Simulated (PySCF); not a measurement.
F5Sb (SMILES [F][Sb]([F])([F])([F])[F]), singlet, geometry from GFN2-xTB (core potentials on Sb); DF-B3LYP/def2-SV(P) (PySCF).

PySCF was given this input:
```python
from pyscf import gto, scf, dft

mol = gto.M(
    atom='''
Sb   -0.00538098   -0.01804812   -0.00232090
F     1.27108124   -0.77244999    1.17556001
F    -1.28766979    0.72948715   -1.17818027
F     0.23534493    1.68191679    0.82082326
F     1.08319346   -0.49526191   -1.49023129
F    -1.32250323   -1.22629968    0.65862935
''',
    basis='def2-sv(p)',
    ecp={'Sb': 'def2-sv(p)'},
    verbose=4,
)

mf = dft.RKS(mol)
mf.xc = 'b3lyp'
mf = mf.density_fit(auxbasis='def2-universal-jkfit')
mf.kernel()
```

What the program printed (banner, timings and long lists left out):

```
PySCF version 2.14.0

[INPUT] verbose = 4
[INPUT] num. atoms = 6
[INPUT] num. electrons = 68
[INPUT] charge = 0
[INPUT] spin (= nelec alpha-beta = 2S) = 0
[INPUT] symmetry False subgroup None
[INPUT] Mole.unit = angstrom
[INPUT] Symbol           X                Y                Z      unit          X                Y                Z       unit  Magmom
[INPUT]  1 Sb    -0.005380980000  -0.018048120000  -0.002320900000 AA   -0.010168578482  -0.034106003863  -0.004385865363 Bohr   0.0
[INPUT]  2 F      1.271081240000  -0.772449990000   1.175560010000 AA    2.401995425673  -1.459718926023   2.221486461891 Bohr   0.0
[INPUT]  3 F     -1.287669790000   0.729487150000  -1.178180270000 AA   -2.433343241976   1.378530924890  -2.226438035666 Bohr   0.0
[INPUT]  4 F      0.235344930000   1.681916790000   0.820823260000 AA    0.444737462505   3.178362097408   1.551131158073 Bohr   0.0
[INPUT]  5 F      1.083193460000  -0.495261910000  -1.490231290000 AA    2.046938979320  -0.935909369829  -2.816129000357 Bohr   0.0
[INPUT]  6 F     -1.322503230000  -1.226299680000   0.658629350000 AA   -2.499168903553  -2.317370541842   1.244629089100 Bohr   0.0

nuclear repulsion = 434.275984121268
number of shells = 40
number of NR pGTOs = 181
number of NR cGTOs = 96
basis = def2-sv(p)
ecp = {'Sb': 'def2-sv(p)'}

******** <class 'pyscf.df.df_jk.DFRKS'> ********
method = DFRKS
initial guess = minao
damping factor = 0
level_shift factor = 0
DIIS = <class 'pyscf.scf.diis.CDIIS'>
diis_start_cycle = 1
diis_space = 8
diis_damp = 0
SCF conv_tol = 1e-09
SCF conv_tol_grad = None
SCF max_cycles = 50
direct_scf = False
XC library pyscf.dft.libxc version 7.1.2
    S. Lehtola, C. Steigemann, M. J. T. Oliveira, and M. A. L. Marques,  SoftwareX 7, 1–5 (2018)
XC functionals = b3lyp
    P. J. Stephens, F. J. Devlin, C. F. Chabalowski, and M. J. Frisch,  J. Phys. Chem. 98, 11623 (1994)
radial grids:
    Treutler-Ahlrichs [JCP 102, 346 (1995); DOI:10.1063/1.469408] (M4) radial grids

becke partition: Becke, JCP 88, 2547 (1988); DOI:10.1063/1.454033
pruning grids: <function nwchem_prune>
grids dens level: 3
symmetrized grids: False
atomic radii adjust function: <function treutler_atomic_radii_adjust>
small_rho_cutoff = 0
Set gradient conv threshold to 3.16228e-05
Initial guess from minao.
tot grids = 93272
******** <class 'pyscf.df.df.DF'> ********
auxbasis = def2-universal-jkfit
init E= -713.787202400559
  HOMO = -0.910523585097148  LUMO = -0.803261480295838  gap/eV = 2.91875
cycle= 1 E= -738.361677893877  delta_E= -24.6  |g|= 2.21  |ddm|= 9.94
  HOMO = -0.361159401746917  LUMO = -0.0004617339537063  gap/eV = 9.81508
cycle= 2 E= -738.660841038042  delta_E= -0.299  |g|= 1.72  |ddm|= 5.04
  HOMO = -0.385014047552155  LUMO = -0.147832260248066  gap/eV = 6.45405
cycle= 3 E= -739.105478659127  delta_E= -0.445  |g|= 0.627  |ddm|= 2.12
  HOMO = -0.433977503409819  LUMO = -0.183604373515607  gap/eV = 6.81300
cycle= 4 E= -739.163905198564  delta_E= -0.0584  |g|= 0.158  |ddm|= 0.49
  HOMO = -0.435864190324835  LUMO = -0.178952983231881  gap/eV = 6.99091
cycle= 5 E= -739.165793387909  delta_E= -0.00189  |g|= 0.117  |ddm|= 0.177
  HOMO = -0.43162952535213  LUMO = -0.177523542660474  gap/eV = 6.91458
cycle= 6 E= -739.168163402754  delta_E= -0.00237  |g|= 0.00405  |ddm|= 0.0837
  HOMO = -0.431481363003613  LUMO = -0.17711393473407  gap/eV = 6.92169
cycle= 7 E= -739.1681669354  delta_E= -3.53e-06  |g|= 0.000268  |ddm|= 0.00517
  HOMO = -0.431485082874025  LUMO = -0.177134690183529  gap/eV = 6.92123
cycle= 8 E= -739.168166948291  delta_E= -1.29e-08  |g|= 6.63e-05  |ddm|= 0.000261
  HOMO = -0.431482324547535  LUMO = -0.177136146673444  gap/eV = 6.92111
cycle= 9 E= -739.1681669486  delta_E= -3.09e-10  |g|= 5.04e-05  |ddm|= 7.39e-05
  HOMO = -0.431484254543427  LUMO = -0.177136625669988  gap/eV = 6.92115
cycle= 10 E= -739.168166949043  delta_E= -4.42e-10  |g|= 2.69e-06  |ddm|= 3.55e-05
  HOMO = -0.431484152027684  LUMO = -0.177136743218849  gap/eV = 6.92115
Extra cycle  E= -739.168166949037  delta_E= 6.14e-12  |g|= 4.5e-06  |ddm|= 4.96e-06
converged SCF energy = -739.168166949037
```
